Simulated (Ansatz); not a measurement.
Ansatz (a program for electronic structure) input:

Ansatz 0.2 input:
```yaml
crystal:
  periodic: [false, false, false]
  atoms:
    - {symbol: C, position_ang: [0.03298780, 0.00617551, -0.64515009]}
    - {symbol: N, position_ang: [-0.03068425, -0.00588839, 0.58046353]}
    - {symbol: H, position_ang: [0.91618859, 0.29402212, -1.22721340]}
    - {symbol: H, position_ang: [-0.89932567, -0.28985645, 1.03486925]}
basis:
  gaussian:
    orbitals: def2-TZVP
hamiltonian:
  xc: b3lyp
  dispersion: d3bj
magnetization: {spin_polarized: true, initial_magnetization: 1}
phonons: {temperatures: {t_min: 298.15, t_max: 298.15, t_step: 100}}
```

### Question
Which total energy does the run end on?

### Answer
-94.01192 Eh (B3LYP-D3(BJ)/def2-TZVP). The basis has 74 functions.

It need not be the lowest isomer of its formula.
